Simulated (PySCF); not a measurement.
B3H6N.
Cartesian coordinates in Å at the PBE0-D3(BJ)/def2-SVP level; atoms count from 1:
```
atom  x, y, z in Å
B1    -0.6575    1.2418    0.3281
N2     0.0041   -0.0015    0.0069
B3    -0.6668   -0.9868   -0.8092
B4     1.3415   -0.2546    0.4901
H5    -1.7748    1.4386   -0.0823
H6    -0.0818    2.0620    1.0000
H7    -1.7837   -0.7633   -1.2081
H8    -0.0986   -2.0163   -1.0793
H9     1.8936    0.5786    1.1660
H10    1.8834   -1.2959    0.2105
```

Computed with MP2 and CCSD/aug-cc-pVDZ in PySCF, restricted Hartree–Fock reference, 4 core orbitals frozen, non-relativistic, gas phase, PBE0-D3(BJ)/def2-SVP geometry.

E(HF) = -132.06745 Eh.

(1) How large is the problem?

(2) What are the MP2 and CCSD correlation energies?

(3) What is the T1 diagnostic?

Results:

(1) 146 basis functions and 28 electrons; 4 orbitals frozen, which leaves o = 10 correlated occupied and v = 132 virtual orbitals. That is o·v = 1320 singles and o·v(o·v + 1)/2 = 871860 distinct closed-shell doubles amplitudes before symmetry; the costliest CCSD step grows as o²v⁴ = 3.0 × 10^10.

(2) MP2 -0.4287 Eh and CCSD -0.4797 Eh, which gives totals of -132.49620 and -132.54719 Eh. That is 0.653 eV for each correlated electron at CCSD (1260 kJ/mol in all, 0.362 % of the total energy); MP2 gives 89.4 % of the CCSD value.

(3) 0.0104, below the customary warning level of 0.02. It is the norm of the spatial-orbital singles amplitudes over the root of the number of correlated electrons, so the norm is 0.047.

No triples correction and no basis-set extrapolation were made.

The job also held the EOM ionisation roots. Hardware: one thread, x86-64 server (shared host). Cost: 2.1 min.
